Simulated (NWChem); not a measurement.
Molecule: InN2H5O; SMILES [In]([OH])([NH2])[NH2]

```xyz
9

In    -0.0167     0.0020    -0.0230
O      1.9600    -0.3240     0.0410
H      2.4642     0.4809     0.2001
N     -1.1283    -1.6897     0.1157
H     -0.6310    -2.5352    -0.1535
H     -2.0288    -1.6837    -0.3558
N     -0.7082     1.9134     0.1171
H     -1.6725     2.0519    -0.1754
H     -0.1370     2.6157    -0.3470
```
Atoms are numbered in this order, from 1.

Results from NWChem. The geometry was optimised at PBE0/def2-SVP. def2 effective core potentials on In; no spin-orbit coupling.

For level B3PW91/def2-SVP:

```yaml
highest occupied level (eV): -6.51
orbital gap (eV): 5.52
dipole (D): 2.79
```

Question: How do the values read with level Hartree-Fock/def2-SVP instead?

Answer: The highest occupied level (eV) comes out as -10.32 and the orbital gap (eV) is 12.42. The dipole (D) is 3.24.
